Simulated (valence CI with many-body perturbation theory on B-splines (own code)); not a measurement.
## Which ion has this spectrum?

A relativistic CI+MBPT calculation for an atom or ion with 22 electrons gives these levels (cm⁻¹):

| J | Parity | E | g |
| --- | --- | --- | --- |
| 0 | even | 0 |  |
| 1 | even | 594010 | 1.49 |
| 4 | even | 692238 | 1.06 |
| 2 | even | 721264 | 1.19 |
| 3 | even | 748865 | 1.11 |
| 0 | even | 1260120 |  |
| 2 | even | 1262811 | 1.29 |
| 4 | even | 1283097 | 1.14 |
| 3 | even | 1300584 | 1.18 |
| 5 | even | 1329366 | 1.08 |
| 6 | even | 1352342 | 1.06 |
| 1 | even | 1375596 | 1.06 |
| 3 | even | 1398957 | 1.06 |
| 4 | even | 1402817 | 1.03 |

The energies are calculated, and their last digits are not significant.

Problem. Which is it?
A. W52+
B. Re53+
C. Os54+
D. Ir55+

Solution. C. Os54+, ground level (3d3/2^4) J=0.
